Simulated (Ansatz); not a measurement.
A series at Hf: from `[NH2][Hf]([NH2])([NH2])[Cl]`, ligands are replaced one by one, each step taking up H–F and setting free NH₃; n counts the steps. Ansatz, PBE0-D4/def2-TZVP geometries. Each molecule was computed in one conformer, which needn't be the lowest.

```tsv
n	molecule	HOMO energy, ωB97M-V/def2-TZVPP (eV)
0	`[NH2][Hf]([NH2])([NH2])[Cl]`	-9.72
1	`[NH2][Hf]([NH2])([F])[Cl]`	-10.02
2	`[NH2][Hf]([F])([F])[Cl]`	?
3	`[F][Hf]([F])([F])[Cl]`	-12.30
```

**Question.** By hand: fit a straight line y = ȳ + b (n − n̄) to the 3 given rows and predict n = 2.

**Answer.** n̄ = 1.333, ȳ = -10.680; Σ(n − n̄)(y − ȳ) = -4.200, Σ(n − n̄)² = 4.667, so b = -0.900 eV a step. Prediction: -10.680 + (-0.900) × (0.667) = -11.28 eV.

**Question.** By hand: compare with the computed value, -10.56 eV, and give the steps along the whole series.

**Answer.** The line misses by 0.72 eV (computed minus predicted). Steps: -0.30, -0.54, -1.74 eV.

One step carries most of the change, so a line is a poor guide. The highest orbital can change its character along such a series. The miss is 27.9 % of the series' range.
